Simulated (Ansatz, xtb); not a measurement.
**C3H10B2NP: 5 structures ranked**

5 gas-phase structures of C3H10B2NP, from a drawn sample of its isomers (lower ones may exist). Each was relaxed with GFN2-xTB; where two conformers were screened, the lower at r2SCAN-D4/def2-SVP//GFN2-xTB is listed:

A. `CC#C[B@@H-]1[NH2+][BH2-][PH2+]1`, a singlet
B. `B/C=C(/C)B(N)P`, a singlet
C. `BN(BP)CC=C`, a singlet
D. `CCN1BPBC1`, a singlet
E. `BN(BP)C1CC1`, a singlet

**Question.** Estimate their order in r2SCAN-D4/def2-SVP//GFN2-xTB energy at these geometries, lowest first.

**Answer.** Calculated order at r2SCAN-D4/def2-SVP//GFN2-xTB: D (0.0), B (13.9), C (14.4), E (17.2), A (25.8) kcal/mol. Less than 1 kcal/mol parts B and C, so the order within that pair means little.

Energies above the lowest of each column, in kcal/mol; the last columns are at r2SCAN-D4/def2-SVP geometries and were run for some of them only (a dash: not run or not comparable):

```tsv
structure	GFN2-xTB	HF/STO-3G	r2SCAN-D4/def2-SVP//GFN2-xTB	r2SCAN-D4/def2-SVP	CCSD(T)/def2-SVP + ΔMP2/def2-TZVPP
D	0.0	0.0	0.0	0.0	0.0
B	29.9	42.7	13.9	14.2	10.1
C	5.9	30.5	14.4	13.8	7.1
E	0.7	24.3	17.2	16.9	–
A	29.7	31.6	25.8	–	–
```

Every level run on D puts it lowest or level with the lowest. CCSD(T)/def2-SVP + ΔMP2/def2-TZVPP orders those it was run on as D (0.0), C (7.1), B (10.1) kcal/mol. Flexible structures stand in one conformer each, not always the lowest. Frequencies (GFN2-xTB) were run for B, C, D alone. ΔMP2 is the change of the MP2 energy from the smaller to the larger basis.

Over these structures GFN2-xTB departs from r2SCAN-D4/def2-SVP//GFN2-xTB by 9.2 kcal/mol on average once a common shift is removed. A GFN2-xTB relaxation took about 0.15 s and the r2SCAN-D4/def2-SVP//GFN2-xTB energy about 1.9 s on a shared host (Ansatz 0.2.0, xtb 6.7.1).
